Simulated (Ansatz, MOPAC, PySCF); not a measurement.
Species: CH2BCl2, charge 0, multiplicity 2. SMILES: ClB([CH2])Cl
Coordinates optimised at B3LYP-D3(BJ)/def2-TZVP (Ansatz, a first-principles code):
```
B
C 1 1.5136
H 2 1.0833 1 122.06
H 2 1.0833 3 115.89 1 180.00
Cl 1 1.7625 2 120.62 3 0.00
Cl 1 1.7625 2 120.62 3 180.00
```
Charge 0, spin multiplicity 2.

Unscaled harmonic wavenumbers (cm⁻¹) in rising order, each level at the stationary point that it reaches from this structure (no distance between atoms moves by over 0.3 Å); the order of modes can differ between levels, and a negative number is imaginary. B3LYP-D3(BJ)/def2-TZVP (PySCF, at the structure above): 268, 271, 284, 430, 551, 765, 791, 1020, 1185, 1456, 3140, 3231.

AM1 (MOPAC): -123, 291, 294, 451, 547, 714, 778, 952, 1289, 1513, 3225, 3228. Zero-point energy 19.0 against 19.1 kcal/mol; where all levels lie over 400 cm⁻¹, the wavenumbers are on average 0.999 times those of B3LYP-D3(BJ)/def2-TZVP. This level finds the structure a saddle point. The zero-point energy leaves imaginary modes out.

PM6 (MOPAC): -124, 238, 261, 377, 579, 738, 845, 990, 1232, 1310, 2721, 2757. Zero-point energy 17.2 against 19.1 kcal/mol; where all levels lie over 400 cm⁻¹, the wavenumbers are on average 0.964 times those of B3LYP-D3(BJ)/def2-TZVP. This level finds the structure a saddle point. The zero-point energy leaves imaginary modes out.

PM7 (MOPAC): -100, 237, 255, 353, 565, 756, 880, 996, 1164, 1321, 2691, 2740. Zero-point energy 17.1 against 19.1 kcal/mol; where all levels lie over 400 cm⁻¹, the wavenumbers are on average 0.962 times those of B3LYP-D3(BJ)/def2-TZVP. This level finds the structure a saddle point. The zero-point energy leaves imaginary modes out.

HF/6-31G* (Ansatz): 289, 302, 305, 467, 580, 781, 828, 1108, 1239, 1592, 3328, 3420. Zero-point energy 20.4 against 19.1 kcal/mol; where all levels lie over 400 cm⁻¹, the wavenumbers are on average 1.058 times those of B3LYP-D3(BJ)/def2-TZVP.
